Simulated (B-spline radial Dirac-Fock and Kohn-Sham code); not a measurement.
## Elastic and transport cross sections of tin for electrons

Level of theory: relativistic (Dirac) partial waves in the static field of the Dirac-Fock atom with Furness-McCarthy exchange, without polarisation or absorption potentials; a radial atomic solver. σ_tr1 and σ_tr2 weight the cross section with 1 − P₁ and 1 − P₂ of cos θ; "backward" is the share scattered beyond 90°.

```csv
energy (eV),σ (a₀²),σ_tr1 (a₀²),σ_tr2 (a₀²),σ/σ_tr1,backward (%)
20000,1.67,0.0298,0.0626,56.2,0.32
20400,1.65,0.0289,0.0609,57.2,0.31
23400,1.50,0.0232,0.0498,64.7,0.26
30000,1.26,0.0156,0.0345,81.0,0.19
46600,0.927,0.00765,0.0177,121,0.11
50000,0.883,0.00682,0.0158,129,0.096
92000,0.580,0.00252,0.00614,230,0.043
92200,0.579,0.00251,0.00612,231,0.043
100000,0.548,0.00220,0.00539,249,0.038
103000,0.538,0.00210,0.00514,257,0.037
127000,0.470,0.00149,0.00371,315,0.028
151000,0.423,0.00113,0.00284,374,0.022
200000,?,?,?,?,?
300000,0.294,0.000382,0.000994,769,0.0080
```

Task: Fill in the row for 200 keV.

Result: σ = 0.360 a₀², σ_tr1 = 0.000722 a₀², σ_tr2 = 0.00184 a₀², σ/σ_tr1 = 499, backward 0.015 %. The ratio σ/σ_tr1 is roughly the number of elastic collisions that randomise the direction.

Values without a named source are computed, but for edge energies of neutral atoms, which are taken from tables.
